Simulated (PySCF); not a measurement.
# Vertical excitation energies

Species: C3H13PSi2.
InChI=1S/C3H13PSi2/c1-5(2)6(3)4/h5-6H,4H2,1-3H3/t6-/m1/s1

Method: PySCF, TDDFT PBE0/def2-SVPD, vertical, gas phase, core orbitals frozen in the response. The structure is a single GFN2-xTB conformer in the gas phase; no vibrational or solvent corrections. Torsions of this conformer, `[CH3:1][SiH:2]([CH3:3])[Si@H:4]([CH3:5])[PH2:6]`: C1–Si2–Si4–C5 -33°, H–P6–Si4–Si2 48°, H–P6–Si4–Si2 -45°.

Question: What does the calculation give for the low-lying excited states?

Answer: 

| state | E (eV) | E (hartree) | f | \|μ\| (D) | main configurations (H = HOMO, L = LUMO) |
| --- | --- | --- | --- | --- | --- |
| S1 | 5.90 | 0.2170 | 0.054 | 1.56 | H→L+1 (52%), H→L (43%) |
| S2 | 5.96 | 0.2191 | 0.125 | 2.35 | H→L (48%), H→L+1 (46%) |
| S3 | 6.33 | 0.2327 | 0.016 | 0.81 | H→L+2 (90%) |
| S4 | 6.53 | 0.2399 | 0.057 | 1.52 | H→L+3 (75%) |
| S5 | 6.95 | 0.2556 | 0.085 | 1.80 | H→L+4 (76%), H-1→L (11%) |
| S6 | 7.10 | 0.2609 | 0.210 | 2.79 | H-1→L (68%) |
| S7 | 7.18 | 0.2637 | 0.037 | 1.16 | H-1→L+1 (83%), H-1→L (8%) |
| S8 | 7.28 | 0.2675 | 0.010 | 0.61 | H→L+5 (79%), H→L+6 (9%) |

Triplets, Tamm–Dancoff:

| state | E (eV) | λ (nm) | main configurations (H = HOMO, L = LUMO) |
| --- | --- | --- | --- |
| T1 | 5.05 | 245.6 | H→L (80%) |
| T2 | 5.40 | 229.4 | H→L+1 (79%) |
| T3 | 5.70 | 217.6 | H→L+3 (46%), H→L+2 (20%), H→L+4 (9%) |

The lowest singlet comes at 210 nm (570 kJ/mol) in the ultraviolet; it is of moderate strength; its leading configuration is HOMO→LUMO+1 (52%). The most intense listed level is S6 at 7.10 eV (175 nm, f = 0.210), 1.19 eV above S1. Löwdin shares by element: HOMO phosphorus 48%, silicon 29%, hydrogen 5% or more (atoms not listed hold the other 18%); LUMO silicon 38%, phosphorus 17%, carbon 9% or more (atoms not listed hold the other 36%). Of the 8 states listed, 8 reach f = 0.01 and none stays under 0.0005. Weighted by f, the mean energy of these states is 6.66 eV. The listed states span 1.37 eV, and the widest gap between neighbours is 0.43 eV (S4 to S5). No computed singlet lies in the visible range (380 to 750 nm); the lowest, at 210 nm, stands 2.64 eV above its violet end (3.26 eV). Only the lowest 8 singlets were computed, as vertical energies without vibronic structure.
